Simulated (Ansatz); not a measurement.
Cost and result for the atomization energy of Cl2H4OSi2 (`Cl[SiH2]O[SiH2]Cl`) (9 atoms, 8 bonds).

```tsv
atom	x (Å)	y (Å)	z (Å)
Cl1	-0.9216	2.3344	0.7822
Si2	-1.4717	0.5071	0.0366
O3	-0.1674	-0.2584	-0.5669
Si4	1.3956	-0.6245	-0.2942
Cl5	1.6394	-1.2268	1.6489
H6	-2.0569	-0.2733	1.1452
H7	-2.4235	0.7259	-1.0691
H8	1.7609	-1.7489	-1.1765
H9	2.2452	0.5645	-0.5062
```

Charge 0, multiplicity 1. All single points use the PBE0-D4/def2-TZVP geometry. It is one conformer, not always the lowest. Program: Ansatz. All runs use 4 threads of a server CPU on a shared host. Times are those of one run each, without the atoms' runs, and a repeat can differ threefold. Electronic energies, without spin–orbit coupling; frozen cores. CCSD(T)/CBS adds CCSD(T) − MP2 in def2-TZVPP to the MP2 limit, and its time is that of the two runs behind it. T1 = 0.010. B3LYP takes the VWN-RPA correlation (the form of Gaussian; ORCA's B3LYP/G). HSE06 is the plane-wave form, built on full-range PBE exchange.

CCSD(T)/CBS is a level of theory with its own doubt, some kJ/mol a heavy atom from the limit and from the frozen cores, so smaller differences don't rank the functionals.

```json
{"level": "CCSD(T)/CBS(def2)", "functions": "–", "atomization (kcal/mol)": "738.8", "difference from CCSD(T)/CBS": "0.0", "per bond": "0.0"}
{"level": "revPBE-D4/def2-TZVPP", "functions": "255", "atomization (kcal/mol)": "715.0", "difference from CCSD(T)/CBS": "-23.8", "per bond": "-3.0"}
{"level": "MP2/def2-QZVPP", "functions": "457", "atomization (kcal/mol)": "745.4", "difference from CCSD(T)/CBS": "6.6", "per bond": "0.8"}
{"level": "LDA (SPW92)/def2-TZVPP", "functions": "255", "atomization (kcal/mol)": "820.2", "difference from CCSD(T)/CBS": "81.4", "per bond": "10.2"}
{"level": "PBE-QIDH/def2-TZVPP", "functions": "255", "atomization (kcal/mol)": "727.6", "difference from CCSD(T)/CBS": "-11.2", "per bond": "-1.4"}
{"level": "HSE06-D4/def2-TZVPP", "functions": "255", "atomization (kcal/mol)": "725.1", "difference from CCSD(T)/CBS": "-13.7", "per bond": "-1.7"}
{"level": "ωB97X-V/def2-TZVPP", "functions": "255", "atomization (kcal/mol)": "740.1", "difference from CCSD(T)/CBS": "1.3", "per bond": "0.2"}
{"level": "r2SCAN-D4/def2-TZVPP (with forces)", "functions": "255", "atomization (kcal/mol)": "736.5", "difference from CCSD(T)/CBS": "-2.3", "per bond": "-0.3"}
{"level": "r2SCANh-D4/def2-TZVPP", "functions": "255", "atomization (kcal/mol)": "732.5", "difference from CCSD(T)/CBS": "-6.3", "per bond": "-0.8"}
{"level": "B3LYP-D4/def2-TZVPP (with forces)", "functions": "255", "atomization (kcal/mol)": "728.0", "difference from CCSD(T)/CBS": "-10.8", "per bond": "-1.3"}
{"level": "CCSD(T)/def2-SVP", "functions": "106", "atomization (kcal/mol)": "671.1", "difference from CCSD(T)/CBS": "-67.7", "per bond": "-8.5"}
{"level": "CCSD(T)/def2-TZVPP", "functions": "255", "atomization (kcal/mol)": "714.8", "difference from CCSD(T)/CBS": "-24.0", "per bond": "-3.0"}
{"level": "BLYP-D4/def2-TZVPP", "functions": "255", "atomization (kcal/mol)": "722.1", "difference from CCSD(T)/CBS": "-16.7", "per bond": "-2.1"}
```

Problem. Order the runs by time, with rough figures. (Estimate.)

Solution. Ansatz gave: LDA (SPW92)/def2-TZVPP 1.3 s; BLYP-D4/def2-TZVPP 2 s; revPBE-D4/def2-TZVPP 2.1 s; CCSD(T)/def2-SVP 3.4 s; HSE06-D4/def2-TZVPP 3.9 s; r2SCAN-D4/def2-TZVPP (with forces) 4.2 s; B3LYP-D4/def2-TZVPP (with forces) 4.9 s; r2SCANh-D4/def2-TZVPP 5.5 s; PBE-QIDH/def2-TZVPP 5.5 s; ωB97X-V/def2-TZVPP 7.5 s; MP2/def2-QZVPP 17 s; CCSD(T)/def2-TZVPP 100 s; CCSD(T)/CBS(def2) 2 min.

In def2-TZVPP, CCSD(T) changes the Hartree–Fock value by +158.4 kcal/mol (the triples alone add +9.8 kcal/mol) and MP2 by +174.4 kcal/mol; breaking electron pairs costs correlation energy, which Hartree–Fock lacks. Leaving LDA and LC-ωPBE aside and taking each functional with its dispersion term where it has one, the values spread over 25.1 kcal/mol, from revPBE-D4 to ωB97X-V. LDA lies +96.2 kcal/mol from PBE without D4, its usual overbinding. From PBE to PBE0 (25 % exact exchange), in def2-TZVPP and without D4, the atomization energy moves by −4.9 kcal/mol: exact exchange takes away binding that semilocal exchange gives to molecules.
